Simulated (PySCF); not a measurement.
Species: CH5FOSi.
Numbering: `[CH3:1][O:2][SiH2:3][F:4]` (hydrogens: H5, H6, H7 on C1; H8, H9 on Si3)

Level: CAM-B3LYP/def2-SVPD in PySCF, non-relativistic, on one gas-phase PBE0-D3(BJ)/def2-SVP geometry that isn't relaxed in the solvent. The solvent is an IEF-PCM continuum (cavity from Bondi-type radii × 1.2), and excitations are vertical TDDFT with non-equilibrium linear response and a frozen core. Only the electrostatic response of the medium enters.

Gas-phase singlets (H = HOMO, L = LUMO):

```csv
state,E (eV),λ (nm),f,leading configurations
S1,8.046,154,0.002,"H→L 72%, H→L+2 11%"
S2,8.242,150,0.013,"H→L+1 55%, H-1→L+1 14%"
S3,8.414,147,0.008,"H-1→L 51%, H-1→L+1 28%"
S4,8.650,143,0.046,"H-1→L+1 42%, H→L+1 22%"
S5,8.825,140,0.035,"H→L+2 61%, H→L+3 14%"
```

Problem. Give the list for water (ε = 78.36), n² = 1.78.

Solution. 
```json
{"state": "S1", "E (eV)": "8.003", "λ (nm)": "155", "f": "0.002", "leading configurations": "H→L 65%, H→L+1 22%", "change by rank (eV)": "-0.043"}
{"state": "S2", "E (eV)": "8.196", "λ (nm)": "151", "f": "0.015", "leading configurations": "H→L+1 48%, H-1→L 19%", "change by rank (eV)": "-0.046"}
{"state": "S3", "E (eV)": "8.381", "λ (nm)": "148", "f": "0.015", "leading configurations": "H-1→L 43%, H-1→L+1 40%", "change by rank (eV)": "-0.033"}
{"state": "S4", "E (eV)": "8.615", "λ (nm)": "144", "f": "0.048", "leading configurations": "H-1→L+1 36%, H-1→L 22%", "change by rank (eV)": "-0.035"}
{"state": "S5", "E (eV)": "8.926", "λ (nm)": "139", "f": "0.033", "leading configurations": "H→L+2 58%, H→L+3 18%", "change by rank (eV)": "+0.101"}
```

Problem. The ground-state energy changes by -0.128 eV from gas to water. By how much does the total energy of gas-phase S1 change?

Solution. E(S1) = E(S0) + excitation energy, so it changes by -0.128 − 0.043 = -0.171 eV: it is lowered more than the ground state, which is what a red shift means. This is the vertical state, with the slow part of the continuum still set for S0.

Problem. How do the frontier levels move from gas to water?

Solution. 
| orbital | gas (eV) | solvent (eV) | change (eV) | Löwdin shares, gas | Löwdin shares, solvent |
| --- | --- | --- | --- | --- | --- |
| LUMO+2 | 1.76 | 1.95 | +0.19 | Si3 39 %, H8 14 %, H9 14 %, O2 12 % | Si3 41 %, H8 15 %, H9 14 %, O2 12 % |
| LUMO+1 | 1.43 | 1.54 | +0.11 | Si3 29 %, O2 18 %, H9 15 %, H8 13 % | Si3 26 %, O2 20 %, H9 13 %, C1 12 % |
| LUMO | 1.17 | 1.23 | +0.06 | Si3 34 %, C1 20 %, O2 9 %, F4 8 % | Si3 41 %, F4 14 %, O2 11 %, C1 11 % |
| HOMO | -10.25 | -10.12 | +0.13 | O2 55 %, C1 15 %, Si3 8 %, H7 7 % | O2 53 %, C1 16 %, Si3 8 %, H7 8 % |
| HOMO-1 | -10.60 | -10.48 | +0.12 | O2 45 %, C1 13 %, Si3 11 %, H9 8 % | O2 44 %, C1 15 %, Si3 11 %, H9 8 % |
| HOMO-2 | -11.43 | -11.29 | +0.14 | Si3 24 %, H8 19 %, O2 13 %, F4 12 % | Si3 25 %, H8 19 %, C1 12 %, O2 12 % |
| HOMO-3 | -13.07 | -13.05 | +0.02 | F4 40 %, Si3 21 %, H9 11 %, O2 10 % | F4 30 %, Si3 24 %, H9 13 %, H8 12 % |

The HOMO–LUMO gap goes from 11.43 to 11.35 eV. Rows go by rank; for HOMO-3 the atom shares or the degeneracy differ between the runs, so the row needn't follow one orbital.

Shape of the structure used: `[CH3:1][O:2][SiH2:3][F:4]`: C1–O2–Si3–F4 71°.
